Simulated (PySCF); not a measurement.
What does the PBE0-D3(BJ)/def2-SVP structure of `[SiH3]CC1=CC=CC12CC2` look like in three dimensions?

```
atom  x, y, z in Å
Si1    2.7457   -0.0041   -0.7164
C2     1.3852    0.9824    0.1628
C3     0.2887    0.0995    0.6515
C4     0.2643   -0.6752    1.7697
C5    -0.9881   -1.4179    1.8260
C6    -1.7394   -1.1094    0.7433
C7    -0.9916   -0.1298   -0.0683
C8    -1.0994   -0.0824   -1.5849
C9    -1.7094    1.0045   -0.7910
H10    3.3747   -0.9568    0.2466
H11    2.1786   -0.7811   -1.8605
H12    3.8016    0.9168   -1.2465
H13    1.8639    1.5174    0.9995
H14    1.0114    1.7570   -0.5280
H15    1.0589   -0.7351    2.5159
H16   -1.2638   -2.1093    2.6237
H17   -2.7298   -1.4877    0.4884
H18   -1.7491   -0.8289   -2.0475
H19   -0.1784    0.1213   -2.1369
H20   -2.7957    1.0398   -0.6824
H21   -1.2178    1.9809   -0.7715
```

Any rigid rotation of these coordinates is as good. Atoms count from 1 in this order. Of the pairs four or more bonds apart, H14···H21 is among the closest relative to their van der Waals radii: 2.25 Å, 94 % of the sum of Bondi's values. The 5-membered ring C3–C4–C5–C6–C7 has internal angles of 105.8° to 109.7° (sum 540°, against 540° for a flat polygon); it is planar, 0.00 Å rms from its mean plane, widest ring torsion 0°. The C–C distances run from 1.353 Å (C5=C6, drawn double) to 1.524 Å (C7–C9, drawn single), a spread of 0.171 Å. The 3-membered ring C7–C8–C9 has internal angles of 58.0° to 61.1°.

Bonds between heavy atoms (Å): Si1–C2 1.897, C2–C3 1.490, C3=C4 1.361, C4–C5 1.457, C5=C6 1.353, C6–C7 1.476, C7–C8 1.521, C8–C9 1.478, C3–C7 1.486, C7–C9 1.524.

Theory: PBE0-D3(BJ)/def2-SVP geometry optimisation, gas phase in PySCF 2.14.0.

Point group: C1 (no symmetry element, even within 0.4 Å). Not checked by PBE0-D3(BJ)/def2-SVP frequencies. One conformer, not necessarily the lowest (Si1–C2–C3–C4 79°).
